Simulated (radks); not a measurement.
Q: Hg III, 78 electrons, occupied as [Xe] 4f14 5d10. Calculated with a radial shooting solver on a logarithmic mesh with Libxc functionals: Dirac Kohn-Sham, Wu-Cohen GGA, spin-unpolarised, spherical densities, finite nucleus; Fermi nuclear charge, rms radius 5.4648 fm. Some entries of the table are withheld. Estimate them.

orbital,occ.,eigenvalue (eV),<1/r> (bohr^-1)
1s1/2,2,-83008.51,97.49
2s1/2,2,-14716.37,24.01
2p1/2,2,-14126.78,23.98
2p3/2,4,-12179.04,19.41
3s1/2,2,-3506.372,8.813
3p1/2,2,(1),(2)
3p3/2,4,(3),(4)
3d3/2,4,-2363.459,7.435
3d5/2,6,-2271.016,7.165
4s1/2,2,-785.6407,3.734
4p1/2,2,-670.9334,3.626
4p3/2,4,-566.7217,3.212
4d3/2,4,-378.6473,3.011
4d5/2,6,-359.2191,2.916
5s1/2,2,-137.0801,1.524
4f5/2,6,-117.1954,2.553
4f7/2,8,-113.0021,2.516
5p1/2,2,-99.1909,1.398
5p3/2,4,-80.8918,1.244
5d3/2,4,-29.9842,0.9311
5d5/2,6,-28.0587,0.8945

A: 
(1) 3p1/2 eigenvalue (eV): -3239.381
(2) 3p1/2 <1/r> (bohr^-1): 8.729
(3) 3p3/2 eigenvalue (eV): -2808.000
(4) 3p3/2 <1/r> (bohr^-1): 7.536
